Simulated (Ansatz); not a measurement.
Reaction (redistribution): `C[SiH2]OB(N)F` + `C[SiH](O)O` → `C[SiH2][SiH](O)O` + `COB(N)F`

Isolated molecules relaxed with PBE0-D4/def2-TZVP in Ansatz; ΔE leaves out vibrations. CBS: MP2 limit from def2 TZ/QZ plus the TZ coupled-cluster correction, frozen cores. This one scheme is used for every species. DFT in def2-TZVPP. B3LYP here is the variant with VWN-RPA as its local correlation; programs differ in this. One conformer a species, not always the lowest.

```tsv
level	ΔE (kcal/mol)
PBE-D4	46.5
B3LYP-D4	51.1
ωB97X-V	51.0
ωB97M-V	53.9
r2SCAN	52.5
PBE0	49.2
MP2/def2-TZVPP	55.9
CCSD/CBS(def2)	54.0
```

(1) What does CCSD(T)/CBS give? (Best estimate.)

Largest T1 diagnostic among the species: 0.012.

Results:

(1) The calculation gave: +53.4 kcal/mol. The listed levels differ from it by -6.9, -2.3, -2.4, 0.5, -0.9, -4.2, 2.5, 0.6 kcal/mol.

From PBE to PBE0 (25 % exact exchange), in def2-TZVPP and without D4, ΔE moves by +2.5 kcal/mol.
